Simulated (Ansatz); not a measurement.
Wavefunction ladder for ClF2H3OSi2 (`F[Si](F)(Cl)O[SiH3]`)

```tsv
atom	x (Å)	y (Å)	z (Å)
F1	-1.754	-1.720	-0.162
Si2	-0.866	-0.746	-1.021
F3	0.150	-1.639	-1.826
Cl4	-2.045	0.235	-2.323
O5	-0.089	0.273	-0.083
Si6	0.932	0.785	1.100
H7	0.887	2.264	1.123
H8	2.304	0.314	0.793
H9	0.481	0.235	2.400
```

Charge 0, multiplicity 1. The structure was optimised at the PBE0-D4/def2-TZVP level. It is one conformer, not always the lowest. Frozen core, restricted reference, Ansatz 0.2.0. CBS rows extrapolate triple and quadruple zeta; past MP2 they add the triple-zeta difference.

```json
{"basis": "def2-SVP", "HF (Eh)": "-1312.58271", "MP2 corr.": "-0.86360", "CCSD corr.": "?", "(T)": "-0.01602", "CCSD(T) total": "?"}
{"basis": "def2-TZVPP", "HF (Eh)": "-1313.32812", "MP2 corr.": "-1.14736", "CCSD corr.": "?", "(T)": "?", "CCSD(T) total": "?"}
{"basis": "def2-QZVPP", "HF (Eh)": "-1313.37410", "MP2 corr.": "-1.25426", "CCSD corr.": "–", "(T)": "–", "CCSD(T) total": "–"}
{"basis": "CBS(def2)", "HF (Eh)": "?", "MP2 corr.": "-1.33346", "CCSD corr.": "-1.37142", "(T)": "as TZ", "CCSD(T) total": "?"}
```

(1) Fill in the withheld values. (An estimate is asked.)

## Answers

(1) Ansatz gave: def2-SVP CCSD corr.: -0.90379; def2-SVP CCSD(T) total: -1313.50252; def2-TZVPP CCSD corr.: -1.18532; def2-TZVPP (T): -0.03876; def2-TZVPP CCSD(T) total: -1314.55220; CBS(def2) HF (Eh): -1313.38044; CBS(def2) CCSD(T) total: -1314.79062.
